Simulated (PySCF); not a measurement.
C₃H₆BFO, SMILES OB(C(F)=C)C. Coordinates come from a PBE0-D3(BJ)/def2-SVP optimisation. The structure was generated by enumeration, and PubChem lists no compound with its InChIKey, so it may never have been made. The values are those of a single conformer.

Computed equilibrium geometry at PBE0-D3(BJ)/def2-SVP (PySCF confirms it by a frequency run) as a Z-matrix, and its point group (one conformer of several):
point group Cs.
```
B
O 1 1.3569
H 2 0.9621 1 112.77
C 1 1.5705 2 124.09 3 0.00
H 4 1.1009 1 114.68 2 0.00
H 4 1.1028 5 108.51 1 123.06
H 4 1.1028 5 108.51 6 113.88
C 1 1.5744 2 115.56 3 180.00
C 8 1.3350 1 126.03 2 0.00
F 8 1.3488 9 119.12 1 180.00
H 9 1.0909 8 118.88 10 -180.00
H 9 1.0932 11 119.36 8 -180.00
```
Charge 0, spin multiplicity 1.
